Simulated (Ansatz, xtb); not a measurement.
# C4H4BrFO3: 4 structures ranked

4 gas-phase structures of C4H4BrFO3, from a drawn sample of its isomers (lower ones may exist). Each was relaxed with GFN2-xTB; where two conformers were screened, the lower at r2SCAN-D4/def2-SVP is listed:

A. `O=CO[C@@H]1OC[C@]1(F)Br`, a singlet
B. `O=C(O)CO/C(Br)=C/F`, a singlet
C. `O=C(O)[C@@H]1OC[C@@]1(F)Br`, a singlet
D. `O=CO[C@@H](C=O)[C@@H](F)Br`, a singlet

Problem. Which do you expect lowest at r2SCAN-D4/def2-SVP, and how would the others follow?

Solution. Calculated order at r2SCAN-D4/def2-SVP: D (0.0), C (3.4), B (8.4), A (12.0) kcal/mol.

Energies above the lowest of each column, in kcal/mol; the last columns are at PBE0-D3(BJ)/def2-SVP geometries:

```tsv
structure	GFN2-xTB	HF/STO-3G	r2SCAN-D4/def2-SVP	PBE0-D3(BJ)/def2-SVP	CCSD(T)/def2-SVP + ΔMP2/def2-TZVPP
D	9.3	17.2	0.0	0.0	0.0
C	0.0	3.0	3.4	1.5	5.4
B	4.8	25.4	8.4	7.4	10.1
A	2.8	0.0	12.0	9.8	13.6
```

CCSD(T)/def2-SVP + ΔMP2/def2-TZVPP puts D lowest; GFN2-xTB picks C, HF/STO-3G picks A. Flexible structures stand in one conformer each, not always the lowest. ΔMP2 is the change of the MP2 energy from the smaller to the larger basis.

Over these structures GFN2-xTB departs from r2SCAN-D4/def2-SVP by 5.5 kcal/mol on average once a common shift is removed. A GFN2-xTB relaxation took about 0.16 s and the r2SCAN-D4/def2-SVP energy about 2.8 s on a shared host (Ansatz 0.2.0, xtb 6.7.1).
